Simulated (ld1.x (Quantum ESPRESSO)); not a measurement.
# oxygen, PAW: configuration errors across variants

- Element: O
- Generator: ld1.x (Quantum ESPRESSO) 7.5
- Type: PAW
- Functional: PBEsol
- Relativity: non-relativistic
- Frozen core: [He]
- Valence charge: 6
- Reference configuration: 2s2 2p3.5 (charge +0.5)
- Partial waves: 2s (bound): rcut 0.60, rcutus 0.65 bohr; 2s channel at -1.15 Ry: rcut 0.60, rcutus 0.65 bohr; 2p (bound): rcut 1.20, rcutus 1.35 bohr; 2p channel at 1.25 Ry: rcut 1.20, rcutus 1.35 bohr
- Local potential: all-electron potential smoothed inside 1.10 bohr (lloc = -2)
- Core correction: a·sin(br)/r model core, default radius (ld1.x builds one for every PAW set, though the input has nlcc=.false.)
- Augmentation charge: GAUSS, radius 0.65 bohr

All-electron excitation energies from the reference (eV): (1) 2s2 2p4 -6.258; (2) 2s2 2p3 10.110; (3) 2s2 2p2 43.595; (4) 2s1 2p4 25.189; (5) 2s1 2p5 8.543; (6) 2s2 2p0 173.947; (7) 2s0 2p6 23.382.

The overlap operator is not positive definite (basis up to 400 Ry) in “all radii but the core radius scaled by about 1.30 (s 0.84, p 1.76 bohr, rcut 0.78/1.56); local potential all-electron potential smoothed inside 1.44 bohr (lloc = -2); augmentation GAUSS, radius 0.84 bohr”, “all radii but the core radius scaled by about 1.39 (s 0.90, p 1.88 bohr, rcut 0.84/1.68); local potential all-electron potential smoothed inside 1.54 bohr (lloc = -2); augmentation GAUSS, radius 0.90 bohr”. Such files are unfit for use, however small their errors in these radial tests.

3 further variants failed, have other tests or too few solved ones, and are left out.

Errors AE − PS in meV (a dash: test not solved or not reliable):

```tsv
change	(1)	(2)	(3)	(4)	(5)	(6)	(7)	bound ghosts
base	0.0	0.0	-1.3	+1.2	+1.6	-18	-1.0	none
all radii but the core radius scaled by about 1.04 (s 0.68, p 1.40 bohr, rcut 0.62/1.24); local potential all-electron potential smoothed inside 1.14 bohr (lloc = -2); augmentation GAUSS, radius 0.68 bohr	0.0	0.0	-1.5	+1.1	+1.7	-18	-0.7	none
all radii but the core radius scaled by about 1.10 (s 0.72, p 1.48 bohr, rcut 0.66/1.32); local potential all-electron potential smoothed inside 1.20 bohr (lloc = -2); augmentation GAUSS, radius 0.72 bohr	+0.1	0.0	-1.7	+1.0	+2.2	-23	-0.5	none
all radii but the core radius scaled by about 1.30 (s 0.84, p 1.76 bohr, rcut 0.78/1.56); local potential all-electron potential smoothed inside 1.44 bohr (lloc = -2); augmentation GAUSS, radius 0.84 bohr	+5.4	+7.4	+66	+4.4	+34	+47	+0.2	not determined (overlap not positive)
all radii but the core radius scaled by about 1.39 (s 0.90, p 1.88 bohr, rcut 0.84/1.68); local potential all-electron potential smoothed inside 1.54 bohr (lloc = -2); augmentation GAUSS, radius 0.90 bohr	-12	-28	-337	-6.6	-48	-1188	0.0	not determined (overlap not positive)
```

Give the same row for: all radii but the core radius scaled by about 1.20 (s 0.78, p 1.62 bohr, rcut 0.72/1.44); local potential all-electron potential smoothed inside 1.32 bohr (lloc = -2); augmentation GAUSS, radius 0.78 bohr.

+0.4, +0.3, +0.6, +1.2, +4.6, -33, -0.3; bound ghosts: none.
